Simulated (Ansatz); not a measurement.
Basis-set extrapolation for H$_{12}$Si$_{6}$ (`[SiH2]1[SiH2][SiH2][SiH2][SiH2][SiH2]1`) (PBE0-D4/def2-TZVP geometry, frozen core, Ansatz 0.2.0). Multiplicity 1, RHF reference.

```csv
,def2-TZVPP,def2-QZVPP
HF,-1740.644137,-1740.696382
MP2 correlation,-0.745297,-0.800148
CCSD(T) correlation,-0.896924,not run
```

Energies in hartree. Use E(X) = E(∞) + A·exp(−7.88·√X) for Hartree–Fock and E(X) = E(∞) + B·X^(−2.97) for correlation, with X = 3 and 4, and add CCSD(T) minus MP2 of the smaller set to the MP2 limit.

Question: What is the CCSD(T) energy at the basis-set limit?

Answer: HF limit: -1740.696382 + (-0.052245) × 0.13774 = -1740.70358. MP2 limit: -0.800148 + (-0.054851) × 0.74074 = -0.84078. Higher-order term: -0.896924 − (-0.745297) = -0.15163. Total: -1741.69599 hartree, 406.8 kJ/mol below CCSD(T)/def2-TZVPP.
